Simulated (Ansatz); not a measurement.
C$_{2}$HO (SMILES [CH]=C=O), doublet, geometry from GFN2-xTB; Ansatz (a quantum-chemistry and plane-wave program) with PBE0/6-311G**.

Here is a job for Ansatz.
Ansatz 0.2 input:
```yaml
crystal:
  periodic: [false, false, false]
  atoms:
    - {symbol: C, position_ang: [0.02096193, -0.29118014, -1.19660672]}
    - {symbol: C, position_ang: [0.00440730, 0.00402097, 0.01711055]}
    - {symbol: H, position_ang: [0.10767277, -0.53985429, -2.20994473]}
    - {symbol: O, position_ang: [-0.03248602, 0.28285117, 1.16086522]}
basis:
  gaussian:
    orbitals: 6-311G__.json
hamiltonian:
  xc: pbe0
magnetization: {spin_polarized: true, initial_magnetization: 1}
accuracy: high
```
The basis file holds 6-311G** in the JSON format of the Basis Set Exchange.

Output, abridged:

```
Functional definition: PBE0
994 factors; integrals over basis functions are off by at most 2.7e-8 eV
mean field evaluation 1: about -4128.1414 eV, gradient 2.3e1 eV
mean field evaluation 2: about -4128.3841 eV, gradient 2.4e1 eV
mean field evaluation 4: about -4130.2430 eV, gradient 1.6e0 eV
mean field evaluation 8: about -4130.4010 eV, gradient 1.5e-1 eV
mean field evaluation 16: about -4130.4014 eV, gradient 2.4e-4 eV
mean field evaluation 32: about -4130.4014 eV, gradient 1.6e-7 eV
mean field -4130.40141072 eV, -151.7894521573 hartree, gradient 3.1e-9 eV, S^2 0.761790; 1 other end points of the search recorded, 0 dependent functions left out
reference -4130.40141227 eV, -151.7894522142 hartree; 11, 10 occupied and 49, 50 virtual orbitals, 994 factors
Total energy: -4130.40141227 eV, -151.7894522142 hartree
```
